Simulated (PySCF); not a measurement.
**How methods differ on the ionisation energy of Sn¹⁸⁺**

Sn¹⁸⁺ [Ar] 3d10 4s2 4p2 [4p1/2^2, M_J = 0] → Sn¹⁹⁺ [Ar] 3d10 4s2 4p1 [4p1/2^1, M_J = 1/2], as a difference of total energies. Calculation: PySCF 2.14, in an even-tempered Gaussian basis (18 s from 1 bohr⁻², ratio 2.8; 13 p from 1.4 bohr⁻², ratio 2.8; 9 d from 2.4 bohr⁻², ratio 2.8; 4 f from 7.4 bohr⁻², ratio 3); the two-component X2C-1e Hamiltonian. Correlated levels: [Ne] frozen; the 86 highest virtual spinors dropped. "Screened" scales the spin-orbit matrix elements by Boettger's factors to mimic the two-electron term; Breit and QED terms are absent.

| method | ionisation energy (eV) |
| --- | --- |
| GHF (screened spin-orbit) | 503.54 |
| GMP2 (screened spin-orbit) | 505.13 |

**Question.** How much does correlation contribute at GMP2 (screened spin-orbit)?

**Answer.** 505.13 − (503.54) = 1.59 eV, measured against GHF (screened spin-orbit).

Breit and QED terms and the two-electron picture change are absent.

The labels give the starting determinants; with spin-orbit coupling the two ends relaxed to ⟨J²⟩ = 0.00, ⟨L²⟩ = 1.34, ⟨S²⟩ = 1.34 and ⟨J²⟩ = 0.75, ⟨L²⟩ = 2.02, ⟨S²⟩ = 0.76.

For comparison: 506 ± 3 eV (theoretical estimate listed by NIST; NIST Atomic Spectra Database, ionization energies).
